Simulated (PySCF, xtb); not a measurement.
AlHCl2, SMILES [Cl][AlH][Cl].

GFN2-xTB in xtb at its own geometry gives an orbital gap of 5.06 eV and a dipole moment of 0.29 D.

Geometry optimised at PBE0-D3(BJ)/def2-TZVP.

Question: What does M06-2X/def2-TZVPD (PySCF) give? (The exact figures need the calculation; the answer reports its results.)

Answer: gap 9.66 eV (levels -10.60 and -0.95 eV), dipole 1.16 D.
